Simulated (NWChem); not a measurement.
System: CHCl2F; SMILES ClC(F)Cl

The following NWChem deck was run.

```
start job
memory heap 200 mb stack 900 mb global 1100 mb
geometry units angstroms noautosym nocenter noautoz
  F      1.595170    -0.180946     0.000000
  C      0.387231     0.409365     0.000000
  Cl    -0.499408    -0.060264    -1.481892
  Cl    -0.499408    -0.060264     1.481892
  H      0.496253     1.492366     0.000000
end
basis spherical
  * library 6-31g*
end
dft
  xc xpbe96 cpbe96
  iterations 150
end
cosmo
  dielec 4.8
end
task dft energy
```

Excerpt of the output:

```
             Northwest Computational Chemistry Package (NWChem) 7.3.0
             --------------------------------------------------------

                             Geometry "geometry" -> ""
                             -------------------------

 Output coordinates in angstroms (scale by  1.889725989 to convert to a.u.)

  No.       Tag          Charge          X              Y              Z
 ---- ---------------- ---------- -------------- -------------- --------------
    1 F                    9.0000     1.59517000    -0.18094600     0.00000000
    2 C                    6.0000     0.38723100     0.40936500     0.00000000
    3 Cl                  17.0000    -0.49940800    -0.06026400    -1.48189200
    4 Cl                  17.0000    -0.49940800    -0.06026400     1.48189200
    5 H                    1.0000     0.49625300     1.49236600     0.00000000

 Effective nuclear repulsion energy (a.u.)     209.1176417434

  pbe96 is a nonlocal functional; adding pw91lda local functional.

                                 NWChem DFT Module
                                 -----------------

 Summary of "ao basis" -> "ao basis" (spherical)
 ------------------------------------------------------------------------------
       Tag                 Description            Shells   Functions and Types
 ---------------- ------------------------------  ------  ---------------------
 F                           6-31g*                  6       14   3s2p1d
 C                           6-31g*                  6       14   3s2p1d
 Cl                          6-31g*                  8       18   4s3p1d
 H                           6-31g*                  2        2   2s

 in cosmo_initialize ...

 solvent parameters
 solvname_short: unkn
 solvname_long:  unknown
 dielec:        4.8000

          ---------------
          -cosmo- solvent
          ---------------
 Cosmo: York-Karplus, doi: 10.1021/jp992097l
 dielectric constant -eps-     =   4.80
 screen = (eps-1)/(eps    )    =   0.79167
 surface charge correction     = lagrangian

   van der Waals surface
 --------------------------

 ---------- ATOMIC COORDINATES (A.U.) ------------ VDWR(ANG.) --
     1    3.01443421   -0.34193836    0.00000000     1.720
     2    0.73176048    0.77358768    0.00000000     2.000
     3   -0.94374428   -0.11388245   -2.80036982     2.050
     4   -0.94374428   -0.11388245    2.80036982     2.050
     5    0.93778219    2.82016281    0.00000000     1.300
 number of segments per atom =         32
 number of   points per atom =         32
 atom (   nspa,  nppa )
 ----------------------
    1 (     18,     0 )       0
    2 (      4,     0 )       0
    3 (     23,     0 )       0
    4 (     23,     0 )       0
    5 (     16,     0 )       0
 number of -cosmo- surface points =       84
 molecular surface =    104.774 angstrom**2
 molecular volume  =     88.372 angstrom**3
 G(cav/disp)       =      1.384 kcal/mol
 -lineq- algorithm             =   0
 -bem- low  level              =   2
 -bem- from -octahedral-
 gaussian surface charge width =   4.50000
 degree of switching           =   1.00000
 switching function tolerance  =   0.00010
 atomic radii =
 --------------
    1  9.000  1.720
    2  6.000  2.000
    3 17.000  2.050
    4 17.000  2.050
    5  1.000  1.300
 ...... end of -cosmo- initialization ......

            General Information
            -------------------
          SCF calculation type: DFT
          Wavefunction type:  closed shell.
          No. of atoms     :     5
          No. of electrons :    50
           Alpha electrons :    25
            Beta electrons :    25
          Charge           :     0
          Spin multiplicity:     1
          Use of symmetry is: off; symmetry adaption is: off
          Maximum number of iterations: 150
          AO basis - number of functions:    66
                     number of shells:    30
          Convergence on energy requested:  1.00D-06
          Convergence on density requested:  1.00D-05
          Convergence on gradient requested:  5.00D-04

              XC Information
              --------------
          PerdewBurkeErnzerhof Exchange Functional  1.000
            Perdew 1991 LDA Correlation Functional  1.000 local
           PerdewBurkeErnz. Correlation Functional  1.000 non-local

             Grid Information
             ----------------
          Grid used for XC integration:  medium
          Radial quadrature: Mura-Knowles
          Angular quadrature: Lebedev.
          Tag              B.-S. Rad. Rad. Pts. Rad. Cut. Ang. Pts.
          ---              ---------- --------- --------- ---------
          F                   0.50       49           8.0       434
          C                   0.70       49           7.0       434
          Cl                  1.00       88           9.0       590
          H                   0.35       45           8.0       434
          Grid pruning is: on
          Number of quadrature shells:   319
          Spatial weights used:  Erf1

      Superposition of Atomic Density Guess
      -------------------------------------

 Sum of atomic energies:       -1056.43198414

      Non-variational initial energy
      ------------------------------

 Total energy =   -1057.391995
 1-e energy   =   -1877.416385
 2-e energy   =     610.906749
 HOMO         =      -0.376962
 LUMO         =       0.060249

   convergence    iter        energy       DeltaE   RMS-Dens  Diis-err
 ---------------- ----- ----------------- --------- --------- ---------
     COSMO gas phase
 d= 0,ls=0.0,diis     1  -1058.2006895992 -1.27D+03  3.14D-02  1.43D+00
 d= 0,ls=0.0,diis     2  -1057.6278063218  5.73D-01  2.15D-02  6.94D+00
 d= 0,ls=0.0,diis     3  -1058.3705211885 -7.43D-01  1.79D-03  5.98D-03
 d= 0,ls=0.0,diis     4  -1058.3710006768 -4.79D-04  7.57D-04  2.50D-03
 d= 0,ls=0.0,diis     5  -1058.3712954729 -2.95D-04  1.12D-04  4.99D-05
  Resetting Diis
 d= 0,ls=0.0,diis     6  -1058.3713008517 -5.38D-06  4.48D-05  1.14D-05
 d= 0,ls=0.0,diis     7  -1058.3713019193 -1.07D-06  2.95D-05  8.75D-07
 d= 0,ls=0.0,diis     8  -1058.3713016886  2.31D-07  1.92D-05  2.98D-06
 d= 0,ls=0.0,diis     9  -1058.3713020226 -3.34D-07  2.27D-06  3.14D-08

   convergence    iter        energy       DeltaE   RMS-Dens  Diis-err
 ---------------- ----- ----------------- --------- --------- ---------
     COSMO solvation phase
 d= 0,ls=0.0,diis     1  -1058.3739476957 -2.65D-03  1.60D-03  1.02D-03
 d= 0,ls=0.0,diis     2  -1058.3741799537 -2.32D-04  3.92D-04  5.25D-04
 d= 0,ls=0.0,diis     3  -1058.3742295724 -4.96D-05  1.47D-04  2.24D-04
 d= 0,ls=0.0,diis     4  -1058.3742538793 -2.43D-05  3.59D-05  9.76D-06
 d= 0,ls=0.0,diis     5  -1058.3742550012 -1.12D-06  1.02D-05  3.93D-07
 d= 0,ls=0.0,diis     6  -1058.3742550366 -3.53D-08  3.72D-06  1.31D-07

         Total DFT energy =    -1058.374255036575
      One electron energy =    -1878.004151761341
           Coulomb energy =      682.757942699810
    Exchange-Corr. energy =      -72.237975372290
 Nuclear repulsion energy =      209.117641743381

             COSMO energy =       -0.007712346135

 Numeric. integr. density =       49.999998151912

                                   COSMO solvation results
                                   -----------------------

                 gas phase energy =     -1058.371302022564
                 sol phase energy =     -1058.374255036575
 (electrostatic) solvation energy =         0.002953014010 (    1.85 kcal/mol)

                       DFT Final Molecular Orbital Analysis
                       ------------------------------------

 Vector   23  Occ=2.000000D+00  E=-2.921124D-01
              MO Center= -4.1D-01, -4.3D-02,  2.3D-07, r^2= 3.4D+00
   Bfn.  Coefficient  Atom+Function         Bfn.  Coefficient  Atom+Function
  ----- ------------  ---------------      ----- ------------  ---------------
    36      0.460548  3 Cl py                54     -0.460548  4 Cl py
    40      0.247560  3 Cl py                58     -0.247561  4 Cl py
    35     -0.198877  3 Cl px                53      0.198877  4 Cl px
    32     -0.180245  3 Cl py                50      0.180245  4 Cl py
     5     -0.152241  1 F  pz                37     -0.149525  3 Cl pz

 Vector   24  Occ=2.000000D+00  E=-2.894196D-01
              MO Center= -3.1D-01,  5.8D-02, -1.9D-07, r^2= 3.3D+00
   Bfn.  Coefficient  Atom+Function         Bfn.  Coefficient  Atom+Function
  ----- ------------  ---------------      ----- ------------  ---------------
    36      0.478475  3 Cl py                54      0.478475  4 Cl py
    40      0.261175  3 Cl py                58      0.261175  4 Cl py
    66     -0.191781  5 H  s                 32     -0.186816  3 Cl py
    50     -0.186816  4 Cl py                65     -0.166960  5 H  s
    18     -0.164892  2 C  py                 4      0.129226  1 F  py

 Vector   25  Occ=2.000000D+00  E=-2.798726D-01
              MO Center= -4.2D-01, -5.4D-02, -3.5D-08, r^2= 3.4D+00
   Bfn.  Coefficient  Atom+Function         Bfn.  Coefficient  Atom+Function
  ----- ------------  ---------------      ----- ------------  ---------------
    35      0.396143  3 Cl px                53     -0.396143  4 Cl px
    37     -0.358293  3 Cl pz                55     -0.358293  4 Cl pz
    39      0.207315  3 Cl px                57     -0.207315  4 Cl px
    41     -0.192769  3 Cl pz                59     -0.192769  4 Cl pz
    31     -0.154469  3 Cl px                49      0.154469  4 Cl px

 Vector   26  Occ=0.000000D+00  E=-5.554389D-02
              MO Center= -2.8D-01,  6.1D-02,  2.8D-08, r^2= 3.2D+00
   Bfn.  Coefficient  Atom+Function         Bfn.  Coefficient  Atom+Function
  ----- ------------  ---------------      ----- ------------  ---------------
    20      1.233793  2 C  s                 41     -0.521707  3 Cl pz
    59      0.521707  4 Cl pz                21     -0.480425  2 C  px
    38     -0.423195  3 Cl s                 56     -0.423195  4 Cl s
    37     -0.349314  3 Cl pz                55      0.349314  4 Cl pz
    17     -0.344194  2 C  px                16      0.260099  2 C  s

 Vector   27  Occ=0.000000D+00  E=-9.863835D-03
              MO Center= -4.7D-02,  1.5D-01, -2.3D-08, r^2= 3.1D+00
   Bfn.  Coefficient  Atom+Function         Bfn.  Coefficient  Atom+Function
  ----- ------------  ---------------      ----- ------------  ---------------
    23      0.921627  2 C  pz                19      0.618849  2 C  pz
    38      0.490066  3 Cl s                 56     -0.490066  4 Cl s
    41      0.453325  3 Cl pz                59      0.453325  4 Cl pz
    39      0.384162  3 Cl px                57     -0.384161  4 Cl px
    37      0.222374  3 Cl pz                55      0.222374  4 Cl pz

 Vector   28  Occ=0.000000D+00  E= 6.520342D-02
              MO Center=  5.2D-01,  3.2D-01, -6.9D-09, r^2= 2.3D+00
   Bfn.  Coefficient  Atom+Function         Bfn.  Coefficient  Atom+Function
  ----- ------------  ---------------      ----- ------------  ---------------
    22      0.848403  2 C  py                21     -0.774792  2 C  px
     6      0.755148  1 F  s                 66     -0.751403  5 H  s
     7     -0.435937  1 F  px                18      0.373236  2 C  py
    17     -0.339519  2 C  px                 3     -0.318974  1 F  px
    39      0.187969  3 Cl px                57      0.187969  4 Cl px

     Multipole analysis of the density
     ---------------------------------

     L   x y z        total         alpha         beta         nuclear
     -   - - -        -----         -----         ----         -------
     0   0 0 0     -0.000000    -25.000000    -25.000000     50.000000

     1   1 0 0      0.166183     -0.102382     -0.102382      0.370948
     1   0 1 0      0.622818      0.055289      0.055289      0.512240
     1   0 0 1      0.000000      0.000000      0.000000      0.000000

     2   2 0 0    -27.147149    -71.651479    -71.651479    116.155809
     2   1 1 0      0.782605      0.181998      0.181998      0.418609
     2   1 0 1     -0.000000     -0.000000     -0.000000      0.000000
     2   0 2 0    -25.171585    -19.104390    -19.104390     13.037195
     2   0 1 1     -0.000000     -0.000000     -0.000000      0.000000
     2   0 0 2    -27.398236   -147.014328   -147.014328    266.630419
```

Level: PBE/6-31G* (spherical d), COSMO on the gas-phase geometry. The geometry was optimised at B3LYP/6-31G* (spherical d). COSMO prints the solvation energy as gas minus solution, so a positive value is a stabilisation.
